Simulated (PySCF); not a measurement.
Species: CH5BO3.
Z-matrix (Å and degrees, PBE0-D3(BJ)/def2-SVP geometry), rows numbered from 1:
```
O 
C   1  1.4245
B   2  1.5972  1  110.76
O   3  1.3593  2  124.40  1  -170.44
O   3  1.3531  2  116.89  1    10.75
H   1  0.9628  2  107.65  3    82.33
H   2  1.1053  1  106.61  3   118.30
H   2  1.1078  1  111.78  3  -127.48
H   4  0.9605  3  113.14  2     1.95
H   5  0.9698  3  106.93  2     1.71
```

Computed with PySCF, PBE0-D3(BJ)/def2-SVP geometry optimisation, gas phase.

Take the most abundant isotopes and a rigid rotor. The values belong to one conformer with, in the numbering `[OH:1][CH2:2][B:3]([OH:4])[OH:5]`, H–O1–C2–B3 82°, O1–C2–B3–O4 -170°, C2–B3–O4–H 2°, C2–B3–O5–H 2°.

(1) What are A, B and C (GHz)?

(2) Classify the top.

(3) Is it planar, by Δ = Ic − Ia − Ib?

(4) Give the coordinates in the principal-axis frame, origin at the centre of mass.

(5) Where do the levels up to J = 5 lie, in MHz?

(6) Which types of transition are allowed, and where do some lines up to J = 2 fall?

Results:

(1) Ia = 54.58, Ib = 137.64, Ic = 186.47 u·Å²; 505379 MHz·u·Å²/I gives 9259, 3672 and 2710 MHz, that is A = 9.2590, B = 3.6716, C = 2.7103 GHz.

(2) An asymmetric top; Ray's κ = -0.706.

(3) Not planar: Δ = Ic − Ia − Ib = -5.76 u·Å². For a rigid frame Δ = −2 Σ m c², so Σ m c² = 2.88 u·Å² lies off the ab plane: 2.61 from hydrogen and 0.27 from heavier atoms. The atom farthest from that plane is 1.12 Å away.

(4) The sense of each axis is arbitrary; atoms in the order of the calculation.
```csv
atom,mass (u),a (Å),b (Å),c (Å)
O1,15.995,1.918,0.016,0.040
C2,12.000,0.788,-0.838,-0.111
B3,11.009,-0.570,-0.002,-0.014
O4,15.995,-1.809,-0.556,0.065
O5,15.995,-0.461,1.346,-0.037
H6,1.008,2.056,0.152,0.984
H7,1.008,0.862,-1.284,-1.120
H8,1.008,0.825,-1.698,0.586
H9,1.008,-1.792,-1.516,0.087
H10,1.008,0.481,1.552,-0.141
```

(5) Above 0(0,0):
J = 1: 1(0,1) 6382, 1(1,1) 11969, 1(1,0) 12931
J = 2: 2(0,2) 19032, 2(1,2) 23772, 2(1,1) 26656, 2(2,1) 43418, 2(2,0) 43532
J = 3: 3(0,3) 37733, 3(1,3) 41408, 3(1,2) 47168, 3(2,2) 62564, 3(2,1) 63122, 3(3,1) 92971, 3(3,0) 92980
J = 4: 4(0,4) 62208, 4(1,4) 64809, 4(1,3) 74364, 4(2,3) 88003, 4(2,2) 89613, 4(3,2) 118703, 4(3,1) 118762, 4(4,1) 160996, 4(4,0) 160997
J = 5: 5(0,5) 92206, 5(1,5) 93898, 5(1,4) 108087, 5(2,4) 119660, 5(2,3) 123178, 5(3,3) 150922, 5(3,2) 151154, 5(4,2) 193158, 5(4,1) 193163, 5(5,1) 247537, 5(5,0) 247537

(6) The dipole components are |μa| = 1.38 D, |μb| = 2.42 D, |μc| = 1.13 D. Intensities carry the squares of the components, which stand as 0.33 : 1.00 : 0.22 (a : b : c). Some lines, for components of 0.1 D or more:

```json
{"type": "a", "branch": "Q", "J(Ka,Kc)": "1(1,0) ← 1(1,1)", "MHz": "961", "lower level (cm⁻¹)": "0.399"}
{"type": "a", "branch": "Q", "J(Ka,Kc)": "2(1,1) ← 2(1,2)", "MHz": "2884", "lower level (cm⁻¹)": "0.793"}
{"type": "c", "branch": "Q", "J(Ka,Kc)": "2(1,2) ← 2(0,2)", "MHz": "4740", "lower level (cm⁻¹)": "0.635"}
{"type": "c", "branch": "Q", "J(Ka,Kc)": "1(1,1) ← 1(0,1)", "MHz": "5587", "lower level (cm⁻¹)": "0.213"}
{"type": "a", "branch": "R", "J(Ka,Kc)": "1(0,1) ← 0(0,0)", "MHz": "6382", "lower level (cm⁻¹)": "0.000"}
{"type": "b", "branch": "Q", "J(Ka,Kc)": "1(1,0) ← 1(0,1)", "MHz": "6549", "lower level (cm⁻¹)": "0.213"}
{"type": "b", "branch": "R", "J(Ka,Kc)": "2(0,2) ← 1(1,1)", "MHz": "7063", "lower level (cm⁻¹)": "0.399"}
{"type": "b", "branch": "Q", "J(Ka,Kc)": "2(1,1) ← 2(0,2)", "MHz": "7624", "lower level (cm⁻¹)": "0.635"}
{"type": "a", "branch": "R", "J(Ka,Kc)": "2(1,2) ← 1(1,1)", "MHz": "11802", "lower level (cm⁻¹)": "0.399"}
{"type": "b", "branch": "R", "J(Ka,Kc)": "1(1,1) ← 0(0,0)", "MHz": "11969", "lower level (cm⁻¹)": "0.000"}
{"type": "a", "branch": "R", "J(Ka,Kc)": "2(0,2) ← 1(0,1)", "MHz": "12650", "lower level (cm⁻¹)": "0.213"}
{"type": "c", "branch": "R", "J(Ka,Kc)": "1(1,0) ← 0(0,0)", "MHz": "12931", "lower level (cm⁻¹)": "0.000"}
{"type": "a", "branch": "R", "J(Ka,Kc)": "2(1,1) ← 1(1,0)", "MHz": "13725", "lower level (cm⁻¹)": "0.431"}
{"type": "c", "branch": "Q", "J(Ka,Kc)": "2(2,1) ← 2(1,1)", "MHz": "16762", "lower level (cm⁻¹)": "0.889"}
{"type": "b", "branch": "Q", "J(Ka,Kc)": "2(2,0) ← 2(1,1)", "MHz": "16876", "lower level (cm⁻¹)": "0.889"}
{"type": "b", "branch": "R", "J(Ka,Kc)": "2(1,2) ← 1(0,1)", "MHz": "17390", "lower level (cm⁻¹)": "0.213"}
{"type": "b", "branch": "Q", "J(Ka,Kc)": "2(2,1) ← 2(1,2)", "MHz": "19646", "lower level (cm⁻¹)": "0.793"}
{"type": "c", "branch": "R", "J(Ka,Kc)": "2(1,1) ← 1(0,1)", "MHz": "20274", "lower level (cm⁻¹)": "0.213"}
{"type": "b", "branch": "R", "J(Ka,Kc)": "2(2,1) ← 1(1,0)", "MHz": "30487", "lower level (cm⁻¹)": "0.431"}
{"type": "c", "branch": "R", "J(Ka,Kc)": "2(2,0) ← 1(1,0)", "MHz": "30601", "lower level (cm⁻¹)": "0.431"}
{"type": "c", "branch": "R", "J(Ka,Kc)": "2(2,1) ← 1(1,1)", "MHz": "31449", "lower level (cm⁻¹)": "0.399"}
{"type": "b", "branch": "R", "J(Ka,Kc)": "2(2,0) ← 1(1,1)", "MHz": "31562", "lower level (cm⁻¹)": "0.399"}
```

Stationary, but not proved a minimum. Zero-point vibration and centrifugal distortion are left out. Quadrupole hyperfine structure (11B) is left out.

Hardware: one thread, Intel Xeon 6975P-C (x86_64), shared host. Cost: 16 s, 0.40 GiB resident at most. This is the geometry optimisation.
